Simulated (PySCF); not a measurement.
## Polarisability and C₆ of Rb (rubidium, neutral)

[Kr] 5s1, 2S determinant. Computed with PySCF 2.14 in aug-cc-pVQZ-X2C, with the spin-free X2C one-electron Hamiltonian (Gaussian nucleus). Coupled (time-dependent) response in atomic units; α is the mean over directions.

```json
{"method": "TPSS", "mean α (bohr³)": "449.4", "C₆ (like pair)": "7666", "S(−4)": "187100"}
```

S(−4) is the Cauchy moment in α(ω) = α(0) + S(−4) ω² + …

Reference α: 319.8 ± 0.3 bohr³ (recommended; Schwerdtfeger and Nagle, table of static dipole polarizabilities (2023 update)). Published C₆: 4769 (Chu and Dalgarno (2004); Tang, Norbeck and Certain (1976)).

α(iu) at TPSS:

| u (hartree) | α(iu) (bohr³) |
| --- | --- |
| 0 | 449.4 |
| 0.0500 | 222.7 |
| 0.100 | 93.06 |
| 0.200 | 33.21 |
| 0.300 | 19.35 |
| 0.500 | 10.86 |
| 0.750 | 6.989 |
| 1.00 | 4.956 |
| 1.50 | 2.828 |
| 2.00 | 1.796 |
| 3.00 | 0.8908 |
| 5.00 | 0.3459 |

A single London oscillator, α(iu) = α/(1 + u²/ω²), gives C₆ = (3/4) ω α². Matching the computed C₆ needs ω = 4 × 7666 / (3 × 449.4²) = 0.0506 hartree.
